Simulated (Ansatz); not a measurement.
F$_{6}$OSi$_{2}$, singlet, at a GFN2-xTB geometry of the parent state; Ansatz (a quantum-chemistry and plane-wave program) with MP2/3-21G.

Input for Ansatz:
Ansatz 0.2 input:
```yaml
crystal:
  periodic: [false, false, false]
  atoms:
    - {symbol: F, position_ang: [1.96340522, -0.18763904, -1.27226976]}
    - {symbol: Si, position_ang: [1.50372962, 0.23671197, 0.19538769]}
    - {symbol: F, position_ang: [2.57596532, -0.51476360, 1.11744875]}
    - {symbol: F, position_ang: [1.99204263, 1.75852000, 0.27278663]}
    - {symbol: O, position_ang: [0.05945132, -0.00988102, 0.68849837]}
    - {symbol: Si, position_ang: [-1.67456426, -0.23398609, 0.24990733]}
    - {symbol: F, position_ang: [-1.62664035, 0.98995938, -0.81521947]}
    - {symbol: F, position_ang: [-3.34899722, -0.44295146, -0.04394250]}
    - {symbol: F, position_ang: [-1.34287844, -1.59858244, -0.56348334]}
basis:
  gaussian:
    orbitals: 3-21G.json
magnetization: {spin_polarized: false}
correlation: {method: mp2}
```
The basis file holds 3-21G in the JSON format of the Basis Set Exchange.

**Question.** Write the output that Ansatz gives for this input, abridged.

**Answer.** 
```
Functional definition: HF
894 factors; integrals over basis functions are off by at most 1.5e-4 eV
mean field evaluation 1: about -33818.9376 eV, gradient 5.8e1 eV
mean field evaluation 2: about -33819.3079 eV, gradient 5.9e1 eV
mean field evaluation 4: about -33825.2410 eV, gradient 2.4e0 eV
mean field evaluation 8: about -33825.3073 eV, gradient 3.6e-1 eV
mean field -33825.30786595 eV, -1243.0571364567 hartree, gradient 4.5e-6 eV, S^2 0.000000; 0 other end points of the search recorded, 0 dependent functions left out
17 core orbitals not correlated
reference -33825.30786595 eV, -1243.0571364567 hartree; 28, 28 occupied and 44, 44 virtual orbitals, 894 factors
second order -24.97149344 eV of doubles, -0.00000000 eV of singles
Total energy: -33850.27935939 eV, -1243.9748219143 hartree
```
